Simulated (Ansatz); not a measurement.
Ansatz (a program for electronic structure) input for C2H7NSi2, SMILES [SiH3][C@H]1N=C[SiH2]1, CAM-B3LYP/def2-SVPD. Coordinates come from a ωB97X-D3(BJ)/def2-SVP optimisation. The structure was generated by enumeration; whether it is a known compound was not checked.

Ansatz 0.2 input:
```yaml
crystal:
  periodic: [false, false, false]
  atoms:
    - {symbol: Si, position_ang: [1.73644236, 0.71635964, 0.29884904]}
    - {symbol: C, position_ang: [0.37838246, -0.58520774, 0.19116590]}
    - {symbol: N, position_ang: [-0.66789179, -0.35714622, 1.24103596]}
    - {symbol: C, position_ang: [-1.73339717, -0.07213879, 0.57579202]}
    - {symbol: Si, position_ang: [-0.97556204, -0.33384162, -1.12936794]}
    - {symbol: H, position_ang: [1.12242376, 2.06736172, 0.13873639]}
    - {symbol: H, position_ang: [2.45821323, 0.65456909, 1.60155038]}
    - {symbol: H, position_ang: [2.70899951, 0.49277920, -0.81310350]}
    - {symbol: H, position_ang: [0.82427346, -1.58961541, 0.28545770]}
    - {symbol: H, position_ang: [-2.67173763, 0.17951968, 1.08962249]}
    - {symbol: H, position_ang: [-1.42885827, -1.53268468, -1.89141097]}
    - {symbol: H, position_ang: [-0.86030795, 0.81692100, -2.07258702]}
basis:
  gaussian:
    orbitals: def2-SVPD
hamiltonian:
  xc: {name: CAM-B3LYP}
```

Log of the run:

```
WARN ansatz: RAYON_NUM_THREADS=1 ignored (pool sized by the plan → 1); use --threads N
Functional definition: CAM-B3LYP
integrals: 0.12 GiB planned
1435 factors; their error is unknown
integrals: 0.15 GiB planned
639 factors; integrals over basis functions are off by at most 7.8e-6 eV
mean field: 1.13 GiB planned
mean field evaluation 1: about -19418.4578 eV, gradient 3.9e1 eV
mean field evaluation 2: about -19416.6667 eV, gradient 4.8e1 eV
mean field evaluation 4: about -19422.1993 eV, gradient 3.4e0 eV
mean field evaluation 8: about -19422.2231 eV, gradient 4.7e-2 eV
mean field evaluation 16: about -19422.2886 eV, gradient 4.4e-5 eV
mean field -19422.28859480 eV, -713.7559409589 hartree, gradient 4.4e-5 eV, S^2 0.000000; 0 other end points of the search recorded, 0 dependent functions left out
reference -19422.28874438 eV, -713.7559464558 hartree; 27, 27 occupied and 137, 137 virtual orbitals, 1435 factors
Total energy: -19422.28874438 eV, -713.7559464558 hartree
```

The calculation finished and met its thresholds.

Cost: very roughly 6 core-seconds.
